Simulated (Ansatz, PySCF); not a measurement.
Process, species as SMILES: C[Si](C)([PH])P → [CH2][Si](C)(P)P
Geometries: B3LYP-D3(BJ)/def2-TZVP minima from Ansatz (a program for electronic structure), one conformer each, not searched for the lowest. Frequencies are from Ansatz or PySCF.

Quantity: isomerisation energy (0 K, with B3LYP-D3(BJ) harmonic zero-point energies), in eV. Correlated levels leave the core frozen unless marked. Open shells are spin-unrestricted. Spin-orbit coupling is left out. No relativistic terms. CBS marks a two-point X^-3 extrapolation of the correlation energy; Hartree-Fock from the larger set.

| level | program | isomerisation energy (eV) |
|---|---|---|
| HF/STO-3G | Ansatz | 0.94 |
| HF/6-31G* | Ansatz | 0.74 |
| HF/cc-pV(D+d)Z | Ansatz | 0.68 |
| HF/cc-pV(T+d)Z | Ansatz | 0.68 |
| PBE/def2-TZVPD | Ansatz | 0.83 |
| BLYP-D3(BJ)/def2-TZVPD | Ansatz + dftd3 | 0.79 |
| revPBE-D4/def2-TZVPD | Ansatz + dftd4 | 0.80 |

Problem. What does CCSD(T)/CBS(cc-pV(T+d)Z,cc-pV(Q+d)Z) (Ansatz) give?

Solution. 0.82 eV
